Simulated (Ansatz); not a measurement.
`CB1CN1[SiH3]` + `F[SiH2]C(F)Cl` → `C[Si@H](F)[C@@H](F)Cl` + `[SiH3]N1BC1`  (formal exchange of groups at a C–B bond)

Gas-phase electronic energies from Ansatz, PBE0-D4/def2-TZVP geometries. CBS: MP2 limit from def2 TZ/QZ plus the TZ coupled-cluster correction, frozen cores. DFT in def2-TZVPP. B3LYP here is the variant with VWN-RPA as its local correlation; programs differ in this. Each species was taken in one conformer, which may not be the lowest.

(1) Is it downhill or uphill in electronic energy at CCSD(T)/CBS, and by how much? (Best estimate.)

(2) What do these levels give: PBE-D4, B3LYP-D4, ωB97X-V, B2PLYP, B3LYP, SCS-MP2/def2-TZVPP, CCSD/def2-TZVPP, HF/def2-QZVPP, MP2/def2-QZVPP, SCS-MP2/def2-QZVPP, HF/CBS(def2), MP2/CBS(def2)? (An estimate is asked.)

Largest T1 diagnostic among the species: 0.013.

## Answers

(1) The calculation gave: Downhill: ΔE = -1.6 kcal/mol.

(2) Ansatz gave: PBE-D4 -1.1, B3LYP-D4 -1.2, ωB97X-V -1.6, B2PLYP -1.0, B3LYP -0.5, SCS-MP2/def2-TZVPP -1.0, CCSD/def2-TZVPP -1.0, HF/def2-QZVPP 0.0, MP2/def2-QZVPP -1.6, SCS-MP2/def2-QZVPP -1.2, HF/CBS(def2) 0.0, MP2/CBS(def2) -1.7 kcal/mol.

In def2-TZVPP, CCSD(T) changes the Hartree–Fock value by −1.1 kcal/mol (the triples alone add −0.2 kcal/mol) and MP2 by −1.3 kcal/mol.
